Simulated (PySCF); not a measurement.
C2H8OSi, SMILES C[SiH](C)O. Atoms are numbered in the order given.

```xyz
12

Si     0.3662    -0.0749     0.0000
C     -0.2058     0.8426     1.5399
C     -0.2058     0.8426    -1.5399
O     -0.1777    -1.6628     0.0000
H      1.8496    -0.1968     0.0000
H     -1.3043     0.9431     1.5641
H      0.1070     0.3150     2.4552
H      0.2208     1.8592     1.5707
H      0.1070     0.3150    -2.4552
H     -1.3043     0.9431    -1.5641
H      0.2208     1.8592    -1.5707
H     -1.1320    -1.7983     0.0000
```
Charge 0, spin multiplicity 1.

Coordinates come from a B3LYP-D3(BJ)/def2-SVP optimisation. One conformer was computed; it need not be the lowest.

Level of theory: PBE0/pcSseg-1 (PySCF).

GIAO shieldings, no solvent; atoms alike by connectivity are averaged. δ = σ(ref) − σ: ²⁹Si against TMS (σ = 352.7 ppm); ¹³C against TMS (σ = 186.3 ppm); ¹⁷O against H2O (σ = 334.2 ppm); ¹H against TMS (σ = 31.56 ppm), references at their B3LYP-D3(BJ)/def2-TZVP geometries, non-relativistic.

Computed chemical shifts:
```tsv
nucleus	atoms	count	δ (ppm)
²⁹Si	Si1	1	9.0
¹³C	C2, C3	2	4.0
¹⁷O	O4	1	37.1
¹H	H5	1	5.11
¹H	H12	1	0.77
¹H	H6, H7, H8, H9, H10, H11	6	0.46
```
